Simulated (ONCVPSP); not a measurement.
## Plane-wave convergence, ONCV potential for Ti (Z = 22)

Ti, optimised norm-conserving Vanderbilt (ONCV), made with ONCVPSP 4.0.1 (revPBE, scalar-relativistic). Core [Ar], reference 3d2 4s1.75 4p0.25. Waves: 4s: rc 3.05 bohr, ncon 4, nbas 9, qcut 2.5 1/bohr, 1 projector; 4p: rc 3.20 bohr, ncon 4, nbas 9, qcut 3 1/bohr, 2 projectors, debl 0.5 Ha; 3d: rc 2.20 bohr, ncon 4, nbas 8, qcut 5.6 1/bohr, 2 projectors, debl 0.5 Ha. Local part: polynomial inside 1.95 bohr (lpopt 3, dvloc0 0 Ha). Core correction: Teter function, fcfact 1.75, rcfact 1.8.

Q: For each optimised wave give the share of its norm inside rc, the residual kinetic energy above qcut (Ha) and the cutoffs (Ha) for errors of 10, 1, 0.1 and 0.01 mHa per electron.

A:

| wave | norm inside rc | residual KE | 10 mHa | 1 mHa | 0.1 mHa | 0.01 mHa |
| --- | --- | --- | --- | --- | --- | --- |
| 4s | 0.410 | 1.4e-04 | 1.3 | 2.3 | 3.8 | 21.3 |
| 4p | 0.204 | 1.5e-06 | 0.5 | 1.5 | 2.9 | 3.8 |
| p projector 2 | 0.297 | 7.9e-05 | 1.4 | 2.7 | 4.3 | 30.4 |
| 3d | 0.795 | 7.2e-04 | 12.7 | 15.6 | 43.5 | 54.1 |
| d projector 2 | 0.136 | 8.3e-04 | 12.5 | 15.7 | 26.6 | 54.6 |

The occupied waves need 16 Ha and 43 Ha for 1 and 0.1 mHa. Note: no bound ghost flagged; GHOST(+) flagged for s at 5.9 eV.
